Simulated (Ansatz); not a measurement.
Name a neutral molecule of B, Ge, N and H with HOMO energy (ωB97M-V/def2-TZVPP) between -9.80 and -9.50 eV and LUMO energy (PBE0/def2-TZVPP) between -2.20 and -1.90 eV (Ansatz, PBE0-D4/def2-TZVP geometry).

`[BH2][GeH2][BH]N` (-9.54 eV, -2.07 eV). Other molecules can fit too; these were computed, each in one conformer that needn't be the lowest.
